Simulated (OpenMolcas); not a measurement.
Lines of P+: computed and rescaled rates

```json
{
  "Program": "OpenMolcas 26.06",
  "Method": "CASSCF",
  "Basis": "ANO-RCC [8s7p5d4f2g]",
  "Scalar Hamiltonian": "DKH2, point nucleus",
  "Active space": "4 electrons in 8 orbitals (3s 3p 4s 4p)",
  "State averaging": "2S+1 = 3 even, 3 roots; 2S+1 = 1 even, 6 roots; 2S+1 = 5 odd, 1 root; 2S+1 = 3 odd, 9 roots; 2S+1 = 1 odd, 8 roots",
  "Spin-orbit coupling": "state interaction with AMFI integrals over the reference wave functions, term energies averaged over their components"
}
```

Rates come from the transition moments of the reference wave functions (E1 and E2 in the length form). At fixed line strength A goes as λ^-3 for E1 and M1 and as λ^-5 for E2, so a rate at the computed wavelength can be rescaled to the measured one. Measured vacuum wavelengths follow from level energies in NIST Handbook of Basic Atomic Spectroscopic Data. Branching counts decays inside the model space alone, at computed energies, and the table is only a selection of the E2 and M1 lines, drawn from those between levels with measured partners whose computed energy lies within a factor of 1.5 of the measured one.

```csv
Upper,Lower,Type,λ computed (nm),λ measured (nm),A computed (s-1),A rescaled (s-1),Branching %
3s2 3p2 1S0,3s2 3p2 1D2,E2,1168,787.8,2.57e-01,1.84e+00,62.5
3s2 3p2 1S0,3s2 3p2 3P1,M1,508.3,467.1,1.53e-01,,37.3
3s2 3p2 1D2,3s2 3p2 3P2,M1,921.4,1189,1.54e-02,,72.8
3s2 3p2 1D2,3s2 3p2 3P1,M1,899.7,1147,5.51e-03,,26.1
3s2 3p2 3P2,3s2 3p2 3P1,M1,38070,32870,2.45e-04,3.81e-04,100.0
3s2 3p2 1D2,3s2 3p2 3P2,E2,921.4,1189,1.82e-04,,0.9
3s2 3p2 3P1,3s2 3p2 3P0,M1,71280,60640,4.99e-05,8.10e-05,100.0
```

Spin-changing lines and M1 lines between different terms are not rescaled, since their strength hangs on the term gaps too.

The largest correction is for 3s2 3p2 1S0 → 3s2 3p2 1D2 (E2): 2.57e-01 × (1168 / 787.8)^5 = 1.84e+00 s-1, a factor of 7.16.

No measured rate stands beside these. Rescaling mends the energy factor alone: line strengths can still be far off where a level mixes with configurations outside the active space, and weak or spin-changing lines hang on small mixing coefficients that depend on the term gaps too, so rescaling need not improve them.

Without dynamic correlation excited terms often stand tens of per cent too high (terms of higher spin than the ground term too low), and those without a measured partner can miss by more than the paired ones. The run also gave levels led by 3s2 3p 4s, which use shells meant for correlation; these and all levels above them are left out. Measured partners are found by configuration, term and J. A level has none where our copy of the source lacks it or the pairing is in doubt (some pairs that miss far off the trend of their configuration count as doubtful). Levels of configurations outside the active space are missing.
